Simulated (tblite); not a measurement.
Species: C₆H₉NS.
Geometry (GFN2-xTB, Å), atoms numbered from 1 in this order:
```xyz
17
C6H9NS angstrom
C     -2.1732   -0.2775    0.3275
C     -0.9421   -0.0914   -0.5451
S     -1.1686    1.3316   -1.6960
C      0.3049    0.0936    0.2770
C      1.1672   -1.0796    0.6173
C      1.6569   -0.0617   -0.3838
C      2.6983    0.8248   -0.0042
N      3.5292    1.5423    0.3199
H     -2.3197    0.5877    0.9716
H     -3.0586   -0.4040   -0.2902
H     -2.0523   -1.1588    0.9545
H     -0.8258   -0.9420   -1.2220
H     -1.2604    2.2629   -0.7491
H      0.2262    0.8784    1.0224
H      0.8912   -2.0511    0.2352
H      1.6427   -1.1048    1.5867
H      1.6771   -0.3382   -1.4316
```

All values are computed: GFN2-xTB (tblite) harmonic vibrations without scaling, gas phase. This tight-binding method is rough: wavenumbers can miss measured ones by several per cent, in bad cases by 10 to 20. Modes of hydrogen on sulfur can be 10 to 20 % off. One conformer, not necessarily the lowest.

Harmonic wavenumbers (cm⁻¹): 50.3, 82.9, 134.3, 199.8, 217.5, 220.0, 267.0, 310.5, 385.9, 421.3, 523.8, 531.8, 672.6, 817.6, 838.8, 854.7, 932.3, 956.3, 984.8, 1036.4, 1046.4, 1068.5, 1074.5, 1092.0, 1107.5, 1174.1, 1214.1, 1226.3, 1252.3, 1305.8, 1404.1, 1407.6, 1464.7, 1485.0, 1489.8, 2401.2, 2436.9, 2958.6, 3025.4, 3029.0, 3033.9, 3044.3, 3048.6, 3088.8, 3103.6.

A = 2815, B = 1030, C = 823.7 MHz; mass 127.046 u (most abundant isotopes); point group C1, symmetry number 1.

Question: Zero-point energy?

Answer: ½Σν̃ = 29211 cm⁻¹ = 349.44 kJ/mol.

Question: What is S at 298.15 K and 1 bar for an ideal gas of classical rigid rotors and harmonic oscillators?

Answer: Translation 169.28, rotation 122.54, vibration 106.85: S = 398.7 J/(mol K).

Question: And Cp and H(298.15 K) − H(0)?

Answer: Cp = 146.93 J/(mol K), of which vibrations give 113.67 (their classical limit is 45 R = 374.2); H(298.15 K) − H(0) = 27.04 kJ/mol without the zero-point energy, 17.13 from vibrations.

Question: How do the functions run with temperature in this model?

Answer: 
```
T (K)  S (J/(mol K))  Cp (J/(mol K))  H − H(0) (kJ/mol)  G − H(0) (kJ/mol)  ln q(vib)
  100          284.8            73.8               5.12             -23.36       1.37
  200          347.8           110.8              14.42             -55.14       3.66
  300          399.6           147.6              27.31             -92.56       5.99
  500          491.6           215.1              63.92            -181.88      10.59
  800          608.1           279.9             139.06            -347.44      17.19
 1000          673.8           308.1             198.00            -475.77      21.28
```

q(vib) and H(0) count from the zero-point level.

Question: Which modes carry the vibrational entropy at 298.15 K?

Answer: 50.3 cm⁻¹: 20.11; 82.9 cm⁻¹: 15.99; 134.3 cm⁻¹: 12.06; 199.8 cm⁻¹: 8.93; 217.5 cm⁻¹: 8.28; 220.0 cm⁻¹: 8.20 J/(mol K); the other 39 give 33.28 together.

Question: Blend soft modes into free rotors: weight 1/[1 + (100 cm⁻¹/ν̃)⁴] for the oscillator and the rest for a rotor with moment μB/(μ + B), μ = h/(8π²ν), B = 10⁻⁴⁴ kg m². What vibrational entropy results?

Answer: 99.45 J/(mol K) in place of 106.85, which changes −T·S at 298.15 K by +2.21 kJ/mol.

Hindered rotation and anharmonicity are outside this model. Other conformers, if any are populated, would add a mixing term that is left out. The structure is chiral; the term R ln 2 for an equal mix with its mirror image is left out.
